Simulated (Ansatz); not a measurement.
CH8N2OZr (SMILES [CH3][Zr]([NH2])([NH2])[OH]) moved off its minimum; all values from Ansatz (a program for electronic structure), cores frozen in correlated methods. Elements past Kr take the def2 small-core potentials, without spin–orbit coupling.
(charge 0, multiplicity 1)
```xyz
13

Zr     0.1431     0.1406     0.0382
O      1.6089    -0.7114    -1.0254
H      2.5320    -0.6638    -1.1726
N      0.4423     0.5435     1.9881
H      0.9439    -0.0936     2.6712
H      0.0986     1.4700     2.4036
N     -0.8085     1.5951    -0.9359
H     -1.8560     1.9283    -0.7113
H     -0.5829     2.1417    -1.6638
C     -1.2607    -1.6764     0.1658
H     -1.5447    -2.1147    -1.0117
H     -2.3641    -1.3727     0.5500
H     -0.9133    -2.5716     0.7014
```

Question: Give the forces (eV/Å), the total energy and the dipole at CCSD(T)/def2-TZVPPD.

Answer: 
| atom | Fx | Fy | Fz |
|---|---|---|---|
| Zr1 | 0.536 | -2.789 | -0.886 |
| O2 | -1.317 | 0.650 | 0.644 |
| H3 | 1.140 | -0.071 | -0.213 |
| N4 | 0.299 | 1.058 | 2.166 |
| H5 | -0.966 | 1.500 | -0.826 |
| H6 | 0.927 | -2.064 | -0.272 |
| N7 | -4.938 | 0.067 | 3.135 |
| H8 | 2.991 | -1.170 | -0.359 |
| H9 | 1.279 | 2.354 | -3.425 |
| C10 | -3.106 | -0.290 | -2.540 |
| H11 | 0.945 | 1.254 | 3.044 |
| H12 | 2.359 | -0.742 | -0.543 |
| H13 | -0.149 | 0.242 | 0.076 |
Energy -274.0862 hartree, dipole 3.11 D.
